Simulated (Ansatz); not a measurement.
Consider the hydrogenolysis of the Se–C bond: `C[Se][InH2]` + H₂ → `[SeH][InH2]` + CH₄.

Isolated molecules relaxed with PBE0-D4/def2-TZVP in Ansatz; ΔE leaves out vibrations. CCSD(T)/CBS adds triple-zeta CCSD(T) − MP2 to the extrapolated MP2 energy (def2 sets, frozen cores). This one scheme is used for every species. Functionals use def2-TZVPP. Elements past krypton have def2 core potentials. For In, Se outer-core shells are correlated without core-valence functions, which leaves a few kJ/mol of doubt a bond. Scalar relativity is left out up to krypton.

```csv
level,ΔE (kJ/mol)
r2SCAN0-D4,-86.4
CAM-B3LYP-D4,-88.7
PBE0,-87.6
CAM-B3LYP,-93.7
```

(1) What does CCSD(T)/CBS give? (Best estimate.)

Largest T1 diagnostic among the species: 0.013.

Answers

(1) The calculation gave: -79.5 kJ/mol. The listed levels differ from it by -6.9, -9.2, -8.1, -14.2 kJ/mol.

The D4 term adds +8.9 kJ/mol with B3LYP and +4.7 kJ/mol with PBE0; it sums over pairs of atoms, weighted by their polarisabilities, and B3LYP, whose exchange is more repulsive, gets the larger term. Leaving LDA and LC-ωPBE aside and taking each functional with its dispersion term where it has one, the values, not all of them listed here, spread over 19.1 kJ/mol, from B97M-V to revPBE-D4.

B3LYP here is the variant with VWN-RPA as its local correlation; programs differ in this.
